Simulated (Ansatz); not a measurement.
`N[SiH2][GeH2][NH2]` → `[NH2][GeH3]` + `N[SiH]`  (silylene formation by 1,1-elimination)

Calculated with Ansatz (gas phase, PBE0-D4/def2-TZVP geometries, no zero-point term in ΔE). CBS: MP2 limit from def2 TZ/QZ plus the TZ coupled-cluster correction, frozen cores. This one scheme is used for every species. Functionals use def2-TZVPP. For Ge outer-core shells are correlated without core-valence functions, which leaves a few kJ/mol of doubt a bond. Scalar relativity is left out up to krypton. One conformer a species, not always the lowest.

CCSD(T)/CBS gives +1.68 eV.

**Question.** Another level gave +1.75 eV. Which?
A. ωB97X-V/def2-TZVPP
B. HF/def2-TZVPP
C. ωB97M-V/def2-TZVPP
D. r2SCAN-D4/def2-TZVPP

**Answer.** A. ωB97X-V 1.75, ωB97M-V 1.58, r2SCAN-D4 1.83, HF/def2-TZVPP 1.48 eV.

Largest T1 diagnostic among the species: 0.015.

The D4 term adds +0.15 eV with B3LYP and +0.09 eV with PBE0; it sums over pairs of atoms, weighted by their polarisabilities, and B3LYP, whose exchange is more repulsive, gets the larger term. From PBE to PBE0 (25 % exact exchange), in def2-TZVPP and without D4, ΔE moves by +0.11 eV. In def2-TZVPP, CCSD(T) changes the Hartree–Fock value by +0.13 eV (the triples alone add +0.02 eV) and MP2 by +0.27 eV.

B3LYP here is the variant with VWN-RPA as its local correlation; programs differ in this.
